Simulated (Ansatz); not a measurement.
One change: `BCCB` becomes `BC[CH2][ZnH]`.

Ansatz, PBE0-D4/def2-TZVP geometries, multiplicity 1. Each molecule was computed in one conformer, which needn't be the lowest.

Scalar relativity is left out up to krypton.

```tsv
property	`BCCB`
size of the dipole moment (ωB97M-V/def2-TZVPP) / D	0.90
LUMO energy (PBE0/def2-TZVPP) / eV	-0.44
HOMO–LUMO gap (PBE0/def2-TZVPP) / eV	8.09
size of the dipole moment (PBE/def2-TZVPP) / D	0.94
LUMO energy (PBE/def2-TZVPP) / eV	-1.42
HOMO energy (PBE0/def2-TZVPP) / eV	-8.53
```

(1) Give the same properties after the change, and the shifts. (Best estimate.)

Results:

(1) Computed: 
| property | `BC[CH2][ZnH]` | shift |
| --- | --- | --- |
| size of the dipole moment (ωB97M-V/def2-TZVPP) / D | 1.05 | 0.15 |
| LUMO energy (PBE0/def2-TZVPP) / eV | -1.34 | -0.90 |
| HOMO–LUMO gap (PBE0/def2-TZVPP) / eV | 5.77 | -2.32 |
| size of the dipole moment (PBE/def2-TZVPP) / D | 1.18 | 0.24 |
| LUMO energy (PBE/def2-TZVPP) / eV | -2.35 | -0.93 |
| HOMO energy (PBE0/def2-TZVPP) / eV | -7.10 | 1.43 |

With PBE0 the HOMO rises by 1.43 eV and the LUMO falls by 0.90 eV, so the gap narrows by about 2.33 eV. PBE moves the HOMO by 1.35 eV and ωB97M-V by 1.48 eV. Dipoles are sizes alone; their direction can turn.
